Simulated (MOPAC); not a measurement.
A run for MOPAC: AM1 on CH6BNO (SMILES CNBO).

```
AM1 1SCF PRECISE CHARGE=0 THREADS=1
CH6BNO

C     -1.47916188 1     0.12308846 1     0.24273631 1
N     -0.15699998 1    -0.46923810 1     0.22744678 1
B      1.03722580 1     0.17133087 1    -0.11294149 1
O      2.20957764 1    -0.55159297 1    -0.07154028 1
H     -2.15865591 1    -0.38006811 1    -0.45165359 1
H     -1.40605819 1     1.16762038 1    -0.05754343 1
H     -1.92848342 1     0.09006818 1     1.23977191 1
H     -0.12204759 1    -1.44249777 1     0.49309759 1
H      1.02598379 1     1.32604487 1    -0.43221910 1
H      2.97861974 1    -0.03475579 1    -0.31975549 1
```

It printed:

```
*******************************************************************************
 **                                                                           **
 **                              MOPAC v23.2.5                                **
 **                                                                           **
 *******************************************************************************
 ** MOPAC's Digital Object Identifier: https://doi.org/10.5281/zenodo.6511958 **
 **                                                                           **
 ** Please cite the open-source release paper for use of this MOPAC version:  **
 ** J. E. Moussa and J. J. P. Stewart (2026)                                  **
 ** MOPAC: An open-source semiempirical molecular orbital program             **
 ** J. Open Source Softw., 11(119), 8025, https://doi.org/10.21105/joss.08025 **
 *******************************************************************************

                              AM1 CALCULATION RESULTS

 *******************************************************************************
 *  AM1        - The AM1 Hamiltonian to be used
 *
 *
 *
 *                 CHARGE ON SYSTEM = 0
 *
 *
 *
 *  PRECISE    - TIGHTER CRITERIA TO BE USED
 *  1SCF       - DO 1 SCF AND THEN STOP
 *  THREADS=1  - MULTI-THREADING NOT USED
 *  T=         - A TIME OF 172800.0 SECONDS REQUESTED
 *  DUMP=N     - RESTART FILE WRITTEN EVERY 7200.0 SECONDS REQUESTED
 *******************************************************************************
AM1 1SCF PRECISE CHARGE=0 THREADS=1
 CH6BNO

   ATOM   CHEMICAL          X               Y               Z
  NUMBER   SYMBOL      (ANGSTROMS)     (ANGSTROMS)     (ANGSTROMS)

     1       C         -1.47916188  *   0.12308846  *   0.24273631  *
     2       N         -0.15699998  *  -0.46923810  *   0.22744678  *
     3       B          1.03722580  *   0.17133087  *  -0.11294149  *
     4       O          2.20957764  *  -0.55159297  *  -0.07154028  *
     5       H         -2.15865591  *  -0.38006811  *  -0.45165359  *
     6       H         -1.40605819  *   1.16762038  *  -0.05754343  *
     7       H         -1.92848342  *   0.09006818  *   1.23977191  *
     8       H         -0.12204759  *  -1.44249777  *   0.49309759  *
     9       H          1.02598379  *   1.32604487  *  -0.43221910  *
    10       H          2.97861974  *  -0.03475579  *  -0.31975549  *



          CARTESIAN COORDINATES

    NO.       ATOM           X           Y           Z

     1         C         -1.4792      0.1231      0.2427
     2         N         -0.1570     -0.4692      0.2274
     3         B          1.0372      0.1713     -0.1129
     4         O          2.2096     -0.5516     -0.0715
     5         H         -2.1587     -0.3801     -0.4517
     6         H         -1.4061      1.1676     -0.0575
     7         H         -1.9285      0.0901      1.2398
     8         H         -0.1220     -1.4425      0.4931
     9         H          1.0260      1.3260     -0.4322
    10         H          2.9786     -0.0348     -0.3198

  H: (AM1): M.J.S. DEWAR ET AL, J. AM. CHEM. SOC. 107 3902-3909 (1985)
  B: (AM1): M.J.S. DEWAR ET AL, ORGANOMETALLICS, 7, 513-521 (1988)
  C: (AM1): M.J.S. DEWAR ET AL, J. AM. CHEM. SOC. 107 3902-3909 (1985)
  N: (AM1): M.J.S. DEWAR ET AL, J. AM. CHEM. SOC. 107 3902-3909 (1985)
  O: (AM1): M.J.S. DEWAR ET AL, J. AM. CHEM. SOC. 107 3902-3909 (1985)

           Empirical Formula: C H6 N O B  =    10 atoms



      MOLECULAR POINT GROUP   :   Cs


      RHF CALCULATION, NO. OF DOUBLY OCCUPIED LEVELS = 12


 -------------------------------------------------------------------------------
 AM1 1SCF PRECISE CHARGE=0 THREADS=1
 CH6BNO



     1SCF WAS SPECIFIED, SO BFGS WAS NOT USED
     SCF FIELD WAS ACHIEVED


                              AM1 CALCULATION
                                                       MOPAC v23.2.5 Linux




          FINAL HEAT OF FORMATION =       -100.13869 KCAL/MOL =    -418.98026 KJ/MOL


          COSMO AREA              =        102.48 SQUARE ANGSTROMS
          COSMO VOLUME            =         84.10 CUBIC ANGSTROMS

          IONIZATION POTENTIAL    =          9.760622 EV
          HOMO LUMO ENERGIES (EV) =         -9.761  2.347
          NO. OF FILLED LEVELS    =         12
          MOLECULAR WEIGHT        =         58.8745         POINT GROUP:  Cs

          MOLECULAR DIMENSIONS (Angstroms)

            Atom       Atom       Distance
            H    10    H     5     5.15056
            H     9    H     8     2.85146
            H     5    H     7     1.73864


          SCF CALCULATIONS        =          1





   ATOM   CHEMICAL          X               Y               Z
  NUMBER   SYMBOL      (ANGSTROMS)     (ANGSTROMS)     (ANGSTROMS)

     1       C         -1.47916188  *   0.12308846  *   0.24273631  *
     2       N         -0.15699998  *  -0.46923810  *   0.22744678  *
     3       B          1.03722580  *   0.17133087  *  -0.11294149  *
     4       O          2.20957764  *  -0.55159297  *  -0.07154028  *
     5       H         -2.15865591  *  -0.38006811  *  -0.45165359  *
     6       H         -1.40605819  *   1.16762038  *  -0.05754343  *
     7       H         -1.92848342  *   0.09006818  *   1.23977191  *
     8       H         -0.12204759  *  -1.44249777  *   0.49309759  *
     9       H          1.02598379  *   1.32604487  *  -0.43221910  *
    10       H          2.97861974  *  -0.03475579  *  -0.31975549  *

                             CARTESIAN COORDINATES

   1    C       -1.479161880     0.123088460     0.242736310
   2    N       -0.156999980    -0.469238100     0.227446780
   3    B        1.037225800     0.171330870    -0.112941490
   4    O        2.209577640    -0.551592970    -0.071540280
   5    H       -2.158655910    -0.380068110    -0.451653590
   6    H       -1.406058190     1.167620380    -0.057543430
   7    H       -1.928483420     0.090068180     1.239771910
   8    H       -0.122047590    -1.442497770     0.493097590
   9    H        1.025983790     1.326044870    -0.432219100
  10    H        2.978619740    -0.034755790    -0.319755490


           Empirical Formula: C H6 N O B  =    10 atoms



      MOLECULAR POINT GROUP   :   Cs


                  EIGENVALUES
 -37.11481 -35.28479 -26.61073 -20.75382 -18.24923 -16.02735 -15.13967 -14.77046
 -13.21988 -12.93570 -11.53727  -9.76062   2.34687   3.25794   4.19501   4.28148
   4.56623   4.73128   4.86719   6.11491   7.70311   8.05989


              NET ATOMIC CHARGES AND DIPOLE CONTRIBUTIONS

  ATOM NO.   TYPE          CHARGE      No. of ELECS.   s-Pop       p-Pop
    1          C          -0.047164        4.0472     1.20864     2.83853
    2          N          -0.396597        5.3966     1.46081     3.93579
    3          B           0.172662        2.8273     1.14706     1.68028
    4          O          -0.347465        6.3475     1.83653     4.51094
    5          H           0.060669        0.9393     0.93933
    6          H           0.077226        0.9228     0.92277
    7          H           0.060665        0.9393     0.93934
    8          H           0.200495        0.7995     0.79950
    9          H          -0.010328        1.0103     1.01033
   10          H           0.229837        0.7702     0.77016
 DIPOLE           X         Y         Z       TOTAL
 POINT-CHG.    -0.786     0.784    -0.111     1.116
 HYBRID         0.175     0.017    -0.028     0.178
 SUM           -0.611     0.801    -0.139     1.016


          ATOMIC ORBITAL ELECTRON POPULATIONS

     Atom    s        px        py        pz
    1  C   1.20864   0.84726   0.98930   1.00196
    2  N   1.46081   1.08520   1.14892   1.70167
    3  B   1.14706   0.62104   0.66510   0.39414
    4  O   1.83653   1.22184   1.47814   1.81095
    5  H   0.93933
    6  H   0.92277
    7  H   0.93934
    8  H   0.79950
    9  H   1.01033
   10  H   0.77016

 **********************
 *                    *
 * JOB ENDED NORMALLY *
 *                    *
 **********************




 == MOPAC DONE ==
```

The run finished.

Cost: around 0.03 core-seconds (rough).
